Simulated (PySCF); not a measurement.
Compound: C4H3F3O2S.
Bonds: C1–C2 (double), C2–C3 (double), C3–S4, S4–O5 (double), S4–O6 (double), S4–C7, C7–F8, C7–F9, C7–F10. Hydrogens: H11, H12 on C1; H13 on C3.

The calculation used PBE0-D3(BJ)/def2-SVP geometry optimisation, gas phase (PySCF 2.14.0).

**Question.** List the bond lengths, angles and torsions at this level.

**Answer.** 
```csv
bond,length (Å),order
C1=C2,1.302,double
C2=C3,1.309,double
C3–S4,1.773,single
"S4=O5, S4=O6",1.452,double
S4–C7,1.865,single
"C7–F8, C7–F9, C7–F10",1.321,single
"C1–H11, C1–H12",1.095,single
C3–H13,1.094,single
```

Bonds in one row agree within 0.01 Å and their mean is given. Orders are formal, as drawn. A selection of angles:
```csv
angle,degrees
C2–C1–H11,120.7
H11–C1–H12,118.5
C1–C2–C3,178.5
C2–C3–S4,118.8
C2–C3–H13,125.7
S4–C3–H13,115.5
C3–S4–O5,110.3
C3–S4–O6,108.2
C3–S4–C7,101.4
O5–S4–O6,123.4
O5–S4–C7,105.7
S4–C7–F8,109.5
F8–C7–F9,109.1
```

Dihedral angles: C2–C3–S4–O5 -11° (synperiplanar); C3–S4–C7–F8 55° (synclinal). The mirror-image conformer, all signs reversed, is as good.

The C–S distances run from 1.773 Å (C3–S4, drawn single) to 1.865 Å (S4–C7, drawn single), a spread of 0.092 Å. S4 (sulfonyl sulfur) is distorted tetrahedral (angles from 101.4° to 123.4°).

Point group: C1 (no symmetry element, even within 0.4 Å). No frequency check. The numbers are those of one conformer.
